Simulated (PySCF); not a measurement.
Property card for `p1ccc(N(C)C)cc1Cl`

C7H9ClNP.
Z-matrix (Å and degrees, PBE0-D3(BJ)/def2-SVP geometry), rows numbered from 1:
```
C 
N   1  1.4407
C   2  1.4404  1  119.46
C   2  1.3712  1  120.32  3   178.68
C   4  1.4157  2  120.54  1  -179.71
C   5  1.3832  4  123.71  2  -179.98
P   6  1.7407  5  128.15  4     0.04
C   7  1.7529  6   97.10  5    -0.02
Cl  8  1.7448  7  115.94  6  -179.93
C   8  1.3842  7  127.61  6     0.03
H   1  1.1047  2  112.19  3  -118.29
H   1  1.1044  2  112.12  3   120.31
H   1  1.0964  2  109.22  3     1.05
H   3  1.1046  2  112.17  1   119.21
H   3  1.0965  2  109.22  1    -0.08
H   3  1.1047  2  112.19  1  -119.36
H   5  1.0906  4  118.68  2    -0.06
H   6  1.0960  5  116.64  4   179.98
H  10  1.0901  4  119.45  2    -0.05
```

Structural features include: amine and C–Cl bond.

**PBE0-D3(BJ)/def2-SVP geometry optimisation, gas phase (PySCF)**

| Quantity | Value |
| --- | --- |
| Point group | Cs |
| Rotational constants A, B, C | 1.614, 0.658, 0.470 GHz |

**PBE0/def2-SVPD ground state, ΔSCF and vertical TDDFT (core frozen in the response) (PySCF)**

| Quantity | Value |
| --- | --- |
| Dipole moment | 5.56 D |
| HOMO energy | -5.85 eV |
| LUMO energy | -1.11 eV |
| HOMO–LUMO gap | 4.74 eV |
| Lowest singlet excitation | 4.06 eV (306 nm, f = 0.042) |
| Strongest line among the 10 lowest singlet transitions | S2 at 4.36 eV (284 nm, f = 0.337) |
| Lowest triplet excitation (Tamm–Dancoff) | 2.78 eV |
| Static isotropic polarisability | 139.5 au |
| Vertical ionisation energy | 7.38 eV |
| Electronic spatial extent ⟨r²⟩ about the centre of nuclear charge | 2258 bohr² |

KT2/pcSseg-1 ground state and GIAO shieldings, non-relativistic (PySCF):

| Property | Result |
| --- | --- |
| 13C chemical shifts (computed TMS as zero) by class | 170.0 (C8), 150.4 (C6), 142.4 (C4), 114.7 (C10), 109.2 (C5), 41.9 (C1/C3) ppm |
| 1H chemical shifts (computed TMS as zero) by class | 8.07 (H18), 6.81 (H19), 6.55 (H17), 3.03 (H11/H12/H13/H14/H15/H16) ppm |
| Isotropic shieldings of nuclei other than C and H, by class | 184 (N2), 213 (P7), 634 (Cl9) ppm |

Monoisotopic mass from the formula: 173.0161 u.

The largest Löwdin shares of the HOMO are 0.24 on P7, 0.23 on N2, 0.10 on C5 and 0.09 on C8. The principal polarisabilities are 82.0, 146.2 and 190.3 au; their mean is the isotropic value. The ΔSCF ionisation energy exceeds −ε(HOMO) by 1.53 eV with PBE0. No computed singlet falls in the visible range (750 to 380 nm, 1.65 to 3.26 eV); S1 lies 0.80 eV above its blue end. The dipole equals about 18.5 × 10⁻³⁰ C·m (1 D = 3.33564 × 10⁻³⁰ C·m). S1 lies 0.68 eV below the HOMO–LUMO gap; its leading configuration is HOMO→LUMO+1, weight 0.88.

Geometry: PBE0-D3(BJ)/def2-SVP; no solvent or vibrations. NMR classes are plain means over equivalent atoms (diastereotopic ones count apart unless rotation or inversion swaps them), as if these changed places fast; in this geometry the members of some classes differ.

For the TDDFT job (PBE0/def2-SVPD), hardware: Arm Neoverse V2, one thread, shared host with 96 logical CPUs at a one-minute load of 215. Cost: 3.1 min of wall time (with the writing of density and orbital grids), 1.2 GiB resident at most.
